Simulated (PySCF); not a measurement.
C4H9NOSi2.
Cartesian coordinates in Å at the GFN2-xTB level; atoms count from 1:
```xyz
17
C4H9NOSi2 angstrom
Si     2.0194    1.0754    0.4758
Si     1.6103   -0.4365   -1.2211
C      0.1344   -1.5491   -0.6904
C     -0.9021   -0.6567   -0.1666
N     -0.6861    0.3408    0.6404
C     -1.9042    0.9262    0.8356
C     -2.8261    0.2455    0.1124
O     -2.1890   -0.7658   -0.5297
H      3.4383    1.4741    0.3717
H      1.2736    2.3261    0.3525
H      1.8670    0.5235    1.8197
H      2.6710   -1.3943   -1.5697
H      1.1982    0.1484   -2.5078
H      0.4660   -2.2245    0.0979
H     -0.2773   -2.1521   -1.4965
H     -2.0201    1.7808    1.4685
H     -3.8802    0.3502   -0.0362
```

Definitions: NICS(0) = −σiso at the ring centroid; NICS(1) = −σiso and NICS(1)zz = −σzz at ±1 Å along the ring normal z. Level: GIAO PBE0/pcSseg-1 (PySCF, non-relativistic, gas phase) on the GFN2-xTB geometry, one conformer.

Ring bond lengths (Å), with Mayer bond orders in brackets: C4–N5 1.301 (1.56), N5–C6 1.365 (1.27), C6–C7 1.355 (1.66), C7–O8 1.357 (1.04), O8–C4 1.342 (1.10).

Q: What do the NICS probes read (ppm)?

A: 
```tsv
ring	type	NICS(0)	NICS(1), two faces	NICS(1)zz, two faces	rms pucker (Å)	centre to ring atoms, mean (Å)
C4–N5–C6–C7–O8	5-membered ring with N and O; formal bonds all aromatic	-11.3	-10.3 / -9.9	-25.8 / -25.8	0.00	1.14
```

Q: What can be read from them?

A: 
- C4–N5–C6–C7–O8: mean NICS(1)zz -25.8 ppm, shielded, aromatic by this magnetic criterion (flat ring, no four-coordinate atom).

Q: How equal are the bonds by HOMA? HOMA takes Krygowski's 1993 parameters.

A: 
- C4–N5–C6–C7–O8: HOMA 0.46; the largest term is that of C7–O8, α(R − Ropt)² = 1.33.

Q: What is the mean of the two in-plane components of NICS at the second NICS(1) probe listed for ring C4–N5–C6–C7–O8, 1 Å off the ring?

A: The isotropic value is a third of the trace: (3 × -9.9 − (-25.8))/2 = -2.0 ppm.

Q: List the ring angles and the Hirshfeld charges of the ring atoms.

A: 
- C4–N5–C6–C7–O8: C4 112.9° (+0.140 e), N5 105.6° (-0.151 e), C6 108.4° (-0.031 e), C7 107.9° (-0.004 e), O8 105.2° (-0.060 e); sum 540.0° against 540° for a flat convex ring.

Time: 18 s; peak memory 0.96 GiB. Hardware: an AMD EPYC 9B45 with one thread, no GPU, shared host. This is the whole shielding run at PBE0/pcSseg-1, SCF included.
